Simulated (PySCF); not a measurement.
B3LYP has the VWN-RPA correlation part, as in Gaussian. Delta-SCF ions had no search for a lower state. Excitations are Tamm–Dancoff values on a coarser integration grid. The basis has no diffuse functions, so Rydberg states are missing or too high.

## C6H14B2, SMILES `C1CCC[C@@H](B)[C@H]1B` (charge 0, multiplicity 1)

Method: PySCF with B3LYP-D3(BJ)/def2-TZVP // B3LYP-D3(BJ)/def2-SVP.

```
Quantity                                                  Value
--------------------------------------  -----------------------
HOMO                                                   -7.84 eV
dipole moment                                         0.242 e·Å
HOMO–LUMO gap                                           6.26 eV
LUMO                                                   -1.58 eV
S1 excitation (TDA)                                     5.17 eV
S1 oscillator strength                                    0.001
T1 excitation (TDA)                                     4.74 eV
S1–T1 gap (TDA)                                         0.43 eV
vertical ionisation energy (Delta-SCF)                  9.74 eV
total energy                                       -286.8705 Ha
cost                                    roughly 11 core-minutes
```

```xyz
22

B     -1.9056    -0.5958     0.8298
C     -0.9627    -0.3969    -0.3950
C      0.0320    -1.5373    -0.6706
C      1.2042    -1.4728     0.3151
C      1.8991    -0.1077     0.2723
C      0.9131     1.0437     0.4985
C     -0.2828     0.9883    -0.4708
B     -1.2200     2.2283    -0.5106
H     -2.4246     0.3585     1.3642
H     -2.2108    -1.7036     1.2070
H     -1.7724    -0.4334    -1.1692
H     -0.4726    -2.5145    -0.6008
H      0.4249    -1.4525    -1.7007
H      0.8211    -1.6544     1.3375
H      1.9286    -2.2777     0.1075
H      2.3758     0.0202    -0.7174
H      2.7118    -0.0675     1.0167
H      1.4285     2.0141     0.4147
H      0.5254     0.9902     1.5338
H      0.1378     1.1121    -1.5072
H     -2.3278     2.1410    -0.9879
H     -0.8231     3.3179    -0.1670
```
